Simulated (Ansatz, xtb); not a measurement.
Molecule: AgH, charge 0, multiplicity 1. 
Structure (B3LYP-D3(BJ)/def2-TZVP (Ansatz, a program for electronic structure) minimum search):
```xyz
2

Ag     0.0000     0.0000    -0.0337
H      0.0000     0.0000     1.5853
```
Charge 0, spin multiplicity 1.

Harmonic wavenumbers from GFN2-xTB (xtb, at its own minimum), cm⁻¹: 1465.

### Question
Give the harmonic wavenumbers at B3LYP-D3(BJ)/def2-TZVP (Ansatz, finite differences of forces, unscaled).

### Answer
1766 cm⁻¹. Zero-point energy 2.5 kcal/mol.

### Question
From these and the geometry, give the ideal-gas thermochemistry at 298.15 K and 1 atm (rigid rotor, harmonic oscillator).

### Answer
Point group C∞v, rotational symmetry number 1. Rotational constants 193, 193 GHz. S(trans) 39.97, S(rot) 8.89, S(vib) 0.00, S(elec, spin only) 0.00, S 48.9 cal/(mol K). H(298) - H(0) 2.07 kcal/mol; G - E(el) -10.0 kcal/mol.
